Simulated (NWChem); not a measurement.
System: C$_{2}$HF$_{2}$O$_{2}$, doublet; SMILES OC([C](F)F)=O

NWChem input:

```
start job
memory heap 200 mb stack 900 mb global 1100 mb
geometry units angstroms noautosym nocenter noautoz
  O      1.180793    -1.358247     0.023642
  C      0.123084    -0.772036     0.049896
  O     -1.081874    -1.358837     0.110083
  C      0.017934     0.666051     0.049991
  F      1.067699     1.416275    -0.082766
  F     -1.110444     1.310200    -0.016704
  H     -0.917256    -2.313295     0.130119
end
basis spherical
  * library def2-svp
end
dft
  odft
  mult 2
  xc m06-2x
  iterations 150
end
cosmo
  do_cosmo_smd true
  solvent dioxane
end
task dft energy
```

Output (shortened):

```
             Northwest Computational Chemistry Package (NWChem) 7.3.0
             --------------------------------------------------------

                             Geometry "geometry" -> ""
                             -------------------------

 Output coordinates in angstroms (scale by  1.889725989 to convert to a.u.)

  No.       Tag          Charge          X              Y              Z
 ---- ---------------- ---------- -------------- -------------- --------------
    1 O                    8.0000     1.18079300    -1.35824700     0.02364200
    2 C                    6.0000     0.12308400    -0.77203600     0.04989600
    3 O                    8.0000    -1.08187400    -1.35883700     0.11008300
    4 C                    6.0000     0.01793400     0.66605100     0.04999100
    5 F                    9.0000     1.06769900     1.41627500    -0.08276600
    6 F                    9.0000    -1.11044400     1.31020000    -0.01670400
    7 H                    1.0000    -0.91725600    -2.31329500     0.13011900

 Effective nuclear repulsion energy (a.u.)     238.4176936140

                                 NWChem DFT Module
                                 -----------------

 Summary of "ao basis" -> "ao basis" (spherical)
 ------------------------------------------------------------------------------
       Tag                 Description            Shells   Functions and Types
 ---------------- ------------------------------  ------  ---------------------
 O                          def2-svp                 6       14   3s2p1d
 C                          def2-svp                 6       14   3s2p1d
 F                          def2-svp                 6       14   3s2p1d
 H                          def2-svp                 3        5   2s1p

 in cosmo_initialize ...
 calling solv_data for solv:dioxane

 solvent parameters
 solvname_short: dioxane
 solvname_long:  1,4-dioxane
 dielec:        2.2099
 dielecinf:     2.0232
 nonaqueous SMD model solvent descriptors
 dielec:        2.2099
 sola:          0.0000
 solb:          0.6400
 solc:          0.0000
 solg:         47.1400
 solh:          0.0000
 soln:          1.4224

          ---------------
          -cosmo- solvent
          ---------------
 Cosmo: York-Karplus, doi: 10.1021/jp992097l
 dielectric constant -eps-     =   2.21
 screen = (eps-1)/(eps    )    =   0.54749
 surface charge correction     = lagrangian

   van der Waals surface
 --------------------------

 ---------- ATOMIC COORDINATES (A.U.) ------------ VDWR(ANG.) --
     1    2.23137522   -2.56671465    0.04467690     2.294
     2    0.23259503   -1.45893649    0.09428977     1.850
     3   -2.04444541   -2.56782959    0.20802671     2.294
     4    0.03389035    1.25865388    0.09446929     1.850
     5    2.01765855    2.67637167   -0.15640506     1.730
     6   -2.09843489    2.47591899   -0.03156598     1.730
     7   -1.73336250   -4.37149368    0.24588926     1.200
 number of segments per atom =        128
 number of   points per atom =        128
 atom (   nspa,  nppa )
 ----------------------
    1 (     82,     0 )       0
    2 (      4,     0 )       0
    3 (     82,     0 )       0
    4 (     26,     0 )       0
    5 (     78,     0 )       0
    6 (     74,     0 )       0
    7 (      2,     0 )       0
 number of -cosmo- surface points =      348
 molecular surface =    128.239 angstrom**2
 molecular volume  =    119.020 angstrom**3
 -lineq- algorithm             =   0
 -bem- low  level              =   3
 -bem- from -octahedral-
 gaussian surface charge width =   4.50000
 degree of switching           =   1.00000
 switching function tolerance  =   0.00010
 atomic radii =
 --------------
    1  8.000  2.294
    2  6.000  1.850
    3  8.000  2.294
    4  6.000  1.850
    5  9.000  1.730
    6  9.000  1.730
    7  1.000  1.200
 ...... end of -cosmo- initialization ......

 nat:                     7
 ixmem:                  2814
 calling mnsol_interface()
 G(SMD-CDS) energy (kcal/mol)  =    -0.142
 SMD-CDS SASA (angstrom**2)    =   120.712

            General Information
            -------------------
          SCF calculation type: DFT
          Wavefunction type:  spin polarized.
          No. of atoms     :     7
          No. of electrons :    47
           Alpha electrons :    24
            Beta electrons :    23
          Charge           :     0
          Spin multiplicity:     2
          Use of symmetry is: off; symmetry adaption is: off
          Maximum number of iterations: 150
          AO basis - number of functions:    89
                     number of shells:    39
          Convergence on energy requested:  1.00D-06
          Convergence on density requested:  1.00D-05
          Convergence on gradient requested:  5.00D-04

              XC Information
              --------------
                       M06-2X Method XC Functional
                     Hartree-Fock (Exact) Exchange  0.540
                        M06-2X Exchange Functional  1.000
                      M06-2X Correlation Potential  1.000

             Grid Information
             ----------------
          Grid used for XC integration:  medium
          Radial quadrature: Mura-Knowles
          Angular quadrature: Lebedev.
          Tag              B.-S. Rad. Rad. Pts. Rad. Cut. Ang. Pts.
          ---              ---------- --------- --------- ---------
          O                   0.60       49           8.0       434
          C                   0.70       49           9.0       434
          F                   0.50       49          11.0       434
          H                   0.35       45           9.0       434
          Grid pruning is: on
          Number of quadrature shells:   339
          Spatial weights used:  Erf1

      Superposition of Atomic Density Guess
      -------------------------------------

 Sum of atomic energies:        -423.71623054

      Non-variational initial energy
      ------------------------------

 Total energy =    -425.978030
 1-e energy   =   -1059.967732
 2-e energy   =     395.572009
 HOMO         =      -0.108998
 LUMO         =       0.126260

[...]

                                COSMO-SMD solvation results
                                ---------------------------

             internal energy in gas <Psi(g)|H|Psi(g)> =      -426.414402100267
         internal energy in solvent <Psi(s)|H|Psi(s)> =      -426.414273601380
                               delta internal energy  =         0.000128498887 (    0.08 kcal/mol)
   total free energy in solvent <Psi(s)|H+V/2|Psi(s)> =      -426.418048668446
 polarization energy contribution <Psi(s)|V/2|Psi(s)> =        -0.003775067067 (   -2.37 kcal/mol)
    total free energy in solvent including G(SMD-CDS) =      -426.418275279681
                       G(SMD-CDS) energy contribution =        -0.000226611235 (   -0.14 kcal/mol)
     1 M fixed-concentration free energy of solvation =        -0.003873179414 (   -2.43 kcal/mol)

                    DFT Final Alpha Molecular Orbital Analysis
                    ------------------------------------------

 Vector   22  Occ=1.000000D+00  E=-4.233137D-01
              MO Center= -7.7D-02, -1.3D+00,  6.8D-02, r^2= 1.8D+00
   Bfn.  Coefficient  Atom+Function         Bfn.  Coefficient  Atom+Function
  ----- ------------  ---------------      ----- ------------  ---------------
    34      0.485605  3 O  pz                 6     -0.419675  1 O  pz
    37      0.377181  3 O  pz                 9     -0.300093  1 O  pz
    20     -0.108699  2 C  pz                23     -0.051320  2 C  pz
    27      0.047797  2 C  d  1              48     -0.045442  4 C  pz
    62     -0.045276  5 F  pz                65      0.030695  5 F  pz

 Vector   23  Occ=1.000000D+00  E=-3.855217D-01
              MO Center=  7.3D-01, -1.2D+00,  4.0D-02, r^2= 1.6D+00
   Bfn.  Coefficient  Atom+Function         Bfn.  Coefficient  Atom+Function
  ----- ------------  ---------------      ----- ------------  ---------------
     5      0.502682  1 O  py                 8      0.354274  1 O  py
     4      0.293537  1 O  px                32      0.258646  3 O  px
     7      0.206449  1 O  px                35      0.199526  3 O  px
    45     -0.177134  4 C  s                 47      0.146805  4 C  py
    44     -0.144234  4 C  s                 75      0.108329  6 F  py

 Vector   24  Occ=1.000000D+00  E=-2.899016D-01
              MO Center=  1.4D-01,  3.4D-01,  7.7D-02, r^2= 2.0D+00
   Bfn.  Coefficient  Atom+Function         Bfn.  Coefficient  Atom+Function
  ----- ------------  ---------------      ----- ------------  ---------------
    48      0.584879  4 C  pz                51      0.358954  4 C  pz
     6     -0.257990  1 O  pz                62      0.255249  5 F  pz
    76      0.254312  6 F  pz                 9     -0.224333  1 O  pz
    65     -0.219987  5 F  pz                79     -0.218097  6 F  pz
    34     -0.142006  3 O  pz                20      0.137775  2 C  pz

 Vector   25  Occ=0.000000D+00  E= 8.053415D-02
              MO Center=  1.8D-01, -5.4D-01,  1.2D-01, r^2= 2.0D+00
   Bfn.  Coefficient  Atom+Function         Bfn.  Coefficient  Atom+Function
  ----- ------------  ---------------      ----- ------------  ---------------
    23      0.636054  2 C  pz                20      0.585135  2 C  pz
    45     -0.390069  4 C  s                  9     -0.384134  1 O  pz
    48     -0.362037  4 C  pz                51     -0.344964  4 C  pz
     6     -0.319093  1 O  pz                37     -0.258570  3 O  pz
    34     -0.224116  3 O  pz                59      0.119487  5 F  s

 Vector   26  Occ=0.000000D+00  E= 9.602966D-02
              MO Center= -8.7D-01, -2.5D+00,  1.3D-01, r^2= 2.5D+00
   Bfn.  Coefficient  Atom+Function         Bfn.  Coefficient  Atom+Function
  ----- ------------  ---------------      ----- ------------  ---------------
    86      1.416558  7 H  s                 31     -0.727747  3 O  s
    45     -0.452292  4 C  s                 36      0.393460  3 O  py
    17      0.360748  2 C  s                 22      0.328488  2 C  py
    49     -0.254721  4 C  px                50      0.225286  4 C  py
    33      0.221108  3 O  py                30     -0.181429  3 O  s

 Vector   27  Occ=0.000000D+00  E= 1.703764D-01
              MO Center= -4.0D-03,  8.3D-01, -1.1D-01, r^2= 2.4D+00
   Bfn.  Coefficient  Atom+Function         Bfn.  Coefficient  Atom+Function
  ----- ------------  ---------------      ----- ------------  ---------------
    45      2.205643  4 C  s                 22     -0.726516  2 C  py
    73     -0.687422  6 F  s                 59     -0.662481  5 F  s
    77     -0.347323  6 F  px                 3     -0.326111  1 O  s
    63      0.326828  5 F  px                16     -0.299241  2 C  s
    19     -0.257132  2 C  py                47      0.232557  4 C  py

                     DFT Final Beta Molecular Orbital Analysis
                     -----------------------------------------

 Vector   21  Occ=1.000000D+00  E=-4.946608D-01
              MO Center= -4.1D-02, -1.1D+00,  6.3D-02, r^2= 2.5D+00
   Bfn.  Coefficient  Atom+Function         Bfn.  Coefficient  Atom+Function
  ----- ------------  ---------------      ----- ------------  ---------------
     4      0.298352  1 O  px                32      0.291746  3 O  px
    33     -0.247496  3 O  py                18     -0.229653  2 C  px
    31     -0.211305  3 O  s                  5     -0.203490  1 O  py
    35      0.192026  3 O  px                85      0.191993  7 H  s
     7      0.174977  1 O  px                19      0.175169  2 C  py

 Vector   22  Occ=1.000000D+00  E=-3.974166D-01
              MO Center=  2.6D-02, -1.3D+00,  6.5D-02, r^2= 1.8D+00
   Bfn.  Coefficient  Atom+Function         Bfn.  Coefficient  Atom+Function
  ----- ------------  ---------------      ----- ------------  ---------------
    34      0.459473  3 O  pz                 6     -0.412907  1 O  pz
    37      0.371938  3 O  pz                 9     -0.302472  1 O  pz
    20     -0.180197  2 C  pz                23     -0.105804  2 C  pz
    27      0.048715  2 C  d  1              62     -0.047348  5 F  pz
    48     -0.033805  4 C  pz                65      0.032350  5 F  pz

 Vector   23  Occ=1.000000D+00  E=-3.774646D-01
              MO Center=  7.4D-01, -1.2D+00,  3.8D-02, r^2= 1.6D+00
   Bfn.  Coefficient  Atom+Function         Bfn.  Coefficient  Atom+Function
  ----- ------------  ---------------      ----- ------------  ---------------
     5      0.504066  1 O  py                 8      0.360060  1 O  py
     4      0.285779  1 O  px                32      0.254518  3 O  px
     7      0.204697  1 O  px                35      0.197955  3 O  px
    45     -0.168322  4 C  s                 47      0.147181  4 C  py
    44     -0.141030  4 C  s                 31      0.118152  3 O  s

 Vector   24  Occ=0.000000D+00  E=-6.256453D-02
              MO Center=  2.0D-01,  5.3D-02,  7.9D-02, r^2= 2.2D+00
   Bfn.  Coefficient  Atom+Function         Bfn.  Coefficient  Atom+Function
  ----- ------------  ---------------      ----- ------------  ---------------
    48      0.451464  4 C  pz                51      0.404663  4 C  pz
     9     -0.302780  1 O  pz                 6     -0.300357  1 O  pz
    20      0.245768  2 C  pz                62      0.208657  5 F  pz
    76      0.208317  6 F  pz                65     -0.204834  5 F  pz
    79     -0.202487  6 F  pz                23      0.190193  2 C  pz

 Vector   25  Occ=0.000000D+00  E= 9.810777D-02
              MO Center= -8.8D-01, -2.5D+00,  1.3D-01, r^2= 2.4D+00
   Bfn.  Coefficient  Atom+Function         Bfn.  Coefficient  Atom+Function
  ----- ------------  ---------------      ----- ------------  ---------------
    86      1.424723  7 H  s                 31     -0.723227  3 O  s
    45     -0.424718  4 C  s                 36      0.400151  3 O  py
    17      0.359587  2 C  s                 22      0.319065  2 C  py
    49     -0.250681  4 C  px                50      0.231413  4 C  py
    33      0.228261  3 O  py                30     -0.178309  3 O  s

 Vector   26  Occ=0.000000D+00  E= 1.261756D-01
              MO Center=  1.7D-01, -2.1D-01,  2.2D-01, r^2= 2.3D+00
   Bfn.  Coefficient  Atom+Function         Bfn.  Coefficient  Atom+Function
  ----- ------------  ---------------      ----- ------------  ---------------
    45      0.711887  4 C  s                 23     -0.609238  2 C  pz
    20     -0.521465  2 C  pz                51      0.503857  4 C  pz
    48      0.378943  4 C  pz                 9      0.371569  1 O  pz
     6      0.289896  1 O  pz                22     -0.229428  2 C  py
    37      0.223692  3 O  pz                73     -0.203397  6 F  s

   alpha - beta orbital overlaps
   -----------------------------

   alpha      1      2      3      4      5      6      7      8      9     10
    beta      1      2      3      4      5      6      7      8      9     10
 overlap   1.000  1.000  1.000  1.000  1.000  1.000  1.000  1.000  0.999  0.999

   alpha     11     12     13     14     15     16     17     18     19     20
    beta     11     12     13     15     14     18     16     17     19     20
 overlap   0.998  0.999  1.000  0.996  0.998  0.825  0.846  0.998  0.945  0.956

   alpha     21     22     23     24     25     26     27     28     29     30
    beta     21     22     23     24     26     25     27     28     29     30
 overlap   0.999  0.992  0.999  0.977  0.973  0.999  0.986  0.994  0.995  0.987

[...]
```

Level: M06-2X/def2-SVP, spin-unrestricted, SMD on the gas-phase geometry. Structure relaxed at the PBE0/def2-SVP, spin-unrestricted level. No stability test was run on the SCF state. Solvent: 1,4-dioxane.
